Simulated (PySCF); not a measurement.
A structure optimised at B3LYP-D3(BJ)/def2-SVP, used in a PySCF frequency run:

```xyz
5

In     0.0037     0.6684     0.0000
F      1.6044     1.7921     0.0000
F     -1.6653     1.6922     0.0000
Se     0.0527    -1.8311     0.0000
H     -1.4256    -1.8540     0.0000
```

Question: Write its SMILES, formula and point group.

Answer: [F][In]([F])[SeH], F2HInSe, Cs

Question: What are its rotational constants (standard atomic weights)?

Answer: 4.8688, 1.1619, 0.93803 GHz
